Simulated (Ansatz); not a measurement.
A made-up structure of BSiH$_{2}$OF, singlet:

```
6
angstrom
F 0.3591 -2.2445 0.8665
B 0.2139 -1.0241 0.4208
O 1.0266 0.0431 0.5085
Si -0.3874 0.5790 -0.3733
H -0.0746 1.0043 -1.7575
H 0.7376 -2.7682 1.5074
```

It is relaxed with PBE-D4/def2-SVP and then PBE0-D4/def2-TZVP (Ansatz 0.2.0). Atoms count as bonded within 1.22 times the sum of their covalent radii (H–H: 0.88 Å). The end point is not checked to be a true minimum.

Problem. Does its bonding change? (A judgement: the text doesn't fix the answer.)

Solution. The calculation gives: Yes. Formed: none; broken: F1–B2, O3–Si4.

Where it ends: The first stage lowers the energy by 4.00 eV in 28 steps. It ends as a complex of BSiHO ([O][B][SiH]) + HF:
```xyz
6
angstrom
F -0.2464 -2.1094 0.1492
B 0.8216 0.1272 0.7796
O 1.6781 -0.3961 1.4606
Si -0.8853 0.0340 -0.3186
H -0.0235 -0.0906 -1.5650
H 0.5307 -1.9754 0.6667
```

Labels in which every atom is bracketed show which atoms are joined, not bond orders.

For scale, one of the runs: PBE0-D4/def2-TZVP relaxation, 142 basis functions, launched by `ansatz run in.yaml --threads 2 --pin off --events-out ev --progress --plain --max-ram 4352MiB`. The run took about 40 s on 2 CPU threads of an Intel Xeon Platinum 8175M (shared host).
